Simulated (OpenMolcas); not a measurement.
# Ni2+: CASPT2 settings compared

```json
{
  "Program": "OpenMolcas",
  "Basis": "ANO-RCC-VQZP [7s6p4d3f2g1h]",
  "Scalar Hamiltonian": "DKH4, point nucleus",
  "Active space": "8 electrons in 5 orbitals (3d)",
  "State averaging": "2S+1 = 3 even, 10 roots; 2S+1 = 1 even, 15 roots kept (CI in the orbitals of an earlier block)",
  "Spin-orbit coupling": "RASSI with atomic mean-field integrals over the reference wave functions, term energies averaged over their components"
}
```

Methods on the same reference wave functions:
A. CASSCF
B. SS-CASPT2, IPEA 0.3 Eh, imaginary shift 0.2 Eh (closed shells correlated: 3s 3p)
C. SS-CASPT2, IPEA 0.6 Eh, imaginary shift 0.05 Eh (closed shells correlated: none)
D. XMS-CASPT2, IPEA 0.75 Eh, imaginary shift 0.15 Eh (closed shells correlated: 2s 2p 3s 3p)

Energies in cm⁻¹ above 3d⁸ ³F₄, the measured ground level; measured values from Corliss and Sugar, J. Phys. Chem. Ref. Data 10, 197 (1981).

| Level | A | B | C | D | Measured |
| --- | --- | --- | --- | --- | --- |
| 3d⁸ ³F₄ | 0.0 | 0.0 | 0.0 | 0.0 | 0.0 |
| 3d⁸ ³F₃ | 1364 | 1367 | 1366 | 1367 | 1361 |
| 3d⁸ ³F₂ | 2302 | 2280 | 2290 | 2280 | 2270 |
| 3d⁸ ¹D₂ | 17147 | 13440 | 15180 | 13880 | 14032 |
| 3d⁸ ³P₂ | 20769 | 16950 | 17740 | 17290 | 16662 |
| 3d⁸ ³P₁ | 21158 | 17330 | 17960 | 17660 | 16978 |
| 3d⁸ ³P₀ | 21431 | 17590 | 18230 | 17920 | 17231 |
| 3d⁸ ¹G₄ | 26613 | 23200 | 24500 | 23260 | 23109 |
| 3d⁸ ¹S₀ | 64187 | 52690 | 55230 | 52020 | 52532 |

Deviations, from unrounded energies. A percentage is the sum of absolute deviations over the sum of measured energies, with the sign that they share, or ± where signs differ.

```tsv
Against measurement	Levels	A	B	C	D
mean absolute deviation (cm-1)	8	3800	230	1000	360
fine structure of the ground term (%)	2	+1.0	+0.5	+0.8	+0.6
other terms of the ground configuration (%)	6	+21.9	±1.3	+5.9	±2.0
```

B lies closest to measurement on these levels and A furthest from it. The largest miss of B in the table is 3d⁸ ¹D₂, by -590 cm-1. The ranking rests on the paired levels alone, and a cruder setting can come out closer through cancelling errors.

Among B to D the level of the table that moves most is 3d⁸ ¹S₀, by 3200 cm-1 (lowest in D, highest in C). Moves below CASPT2's spread within the term are not significant.

The mean deviations of B to D differ by less than CASPT2's widest spread within a term (2900 cm-1), so their order carries little weight.

From A to B the spin-free energies of the other terms of 3d⁸ shown, above ³F, scale by factors of 0.77 to 0.87, as is usual when dynamic correlation screens the repulsion within a d or f shell.

The lowest spin-free term lies below A's lowest term by 0.729 hartree in B, 0.287 hartree in C, 0.826 hartree in D.

CASPT2 does not keep the components of a term degenerate, so their means are used; among the terms shown or strongly mixed into the levels shown the widest spread is 2900 cm-1 (3d⁸ ³F, D). Terms from blocks run as CI alone lack orbitals of their own. Without dynamic correlation excited terms often stand tens of per cent too high (terms of higher spin than the ground term too low), and those without a measured partner can miss by more than the paired ones (holds for A). Some levels mix across a computed gap that differs much from the measured one, so their mixing is not that of the real levels (holds for A; B). Measured partners are found by configuration, term and J. A level has none where our copy of the source lacks it or the pairing is in doubt (some pairs that miss far off the trend of their configuration count as doubtful), and it then counts in no deviation. Only configurations of the active space appear.
